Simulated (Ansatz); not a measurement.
Input (CCSDT(Q)/aug-cc-pVTZ; Ansatz, an electronic-structure program):

Ansatz 0.2 input:
```yaml
crystal:
  periodic: [false, false, false]
  atoms:
    - {symbol: Ge, position_ang: [-0.00263055, -0.00149746, 0.06746787]}
    - {symbol: H, position_ang: [0.01752085, -1.13988723, -1.10627570]}
    - {symbol: H, position_ang: [0.06665674, 1.18780607, -1.05269626]}
basis:
  gaussian:
    orbitals: aug-cc-pVTZ
total_charge: -1
magnetization: {spin_polarized: true, initial_magnetization: 1}
correlation: {method: ccsdt_q, electrons: outside_noble_gas}
```

Output:

```
Functional definition: HF
integrals: 0.32 GiB planned
1195 factors; integrals over basis functions are off by at most 1.7e-7 eV
mean field: 0.37 GiB planned
mean field evaluation 1: about -56504.6620 eV, gradient 8.6e0 eV
mean field evaluation 2: about -56504.6639 eV, gradient 8.6e0 eV
mean field evaluation 4: about -56505.4428 eV, gradient 1.4e0 eV
mean field evaluation 8: about -56505.4917 eV, gradient 3.0e-3 eV
mean field evaluation 16: about -56505.4421 eV, gradient 1.4e0 eV
mean field evaluation 32: about -56503.9517 eV, gradient 1.6e-3 eV
mean field evaluation 64: about -56503.3188 eV, gradient 2.6e-3 eV
mean field -56505.49174435 eV, -2076.5385208070 hartree, gradient 1.8e-6 eV, S^2 0.768343; 3 other end points of the search recorded, 0 dependent functions left out
determinant -56505.49174435 eV, -2076.5385208070 hartree, with singles and doubles -56509.53332563 eV, -2076.6870461795 hartree
determinant -56503.95173675 eV, -2076.4819265713 hartree, with singles and doubles -56507.79764763 eV, -2076.6232611896 hartree
determinant -56503.47595037 eV, -2076.4644417443 hartree, with singles and doubles -56507.25941190 eV, -2076.6034813912 hartree
determinant -56503.31883956 eV, -2076.4586680288 hartree, with singles and doubles -56507.10470674 eV, -2076.5977960814 hartree
14 core orbitals not correlated
reference -56505.49174435 eV, -2076.5385208070 hartree; 4, 3 occupied and 87, 88 virtual orbitals, 1195 factors
second order -3.29028305 eV of doubles, -0.00000000 eV of singles
coupled cluster: 1.82 GiB planned
cycle   1  -3.74563168 eV  change   -4.6e-1 eV  update   7.1e-2
cycle   2  -4.07238434 eV  change   -3.3e-1 eV  update   3.3e-2
cycle   3  -4.11645936 eV  change   -4.4e-2 eV  update   1.4e-2
cycle   4  -4.10915013 eV  change    7.3e-3 eV  update   5.5e-3
cycle   5  -4.11119878 eV  change   -2.0e-3 eV  update   2.3e-3
cycle   6  -4.11147852 eV  change   -2.8e-4 eV  update   9.5e-4
cycle   7  -4.11097712 eV  change    5.0e-4 eV  update   4.6e-4
cycle   8  -4.11109247 eV  change   -1.2e-4 eV  update   2.3e-4
cycle   9  -4.11130926 eV  change   -2.2e-4 eV  update   1.2e-4
cycle  10  -4.11123624 eV  change    7.3e-5 eV  update   5.5e-5
cycle  11  -4.11122738 eV  change    8.9e-6 eV  update   2.8e-5
cycle  12  -4.11122156 eV  change    5.8e-6 eV  update   1.2e-5
cycle  13  -4.11123123 eV  change   -9.7e-6 eV  update   6.6e-6
cycle  14  -4.11123738 eV  change   -6.2e-6 eV  update   3.0e-6
cycle  15  -4.11123914 eV  change   -1.8e-6 eV  update   1.4e-6
cycle  16  -4.11123874 eV  change    4.0e-7 eV  update   7.4e-7
cycle  17  -4.11123826 eV  change    4.8e-7 eV  update   3.7e-7
perturbative correction -0.00602715 eV, -0.0002214935 hartree
Total energy: -56509.60900975 eV, -2076.6898275197 hartree
```
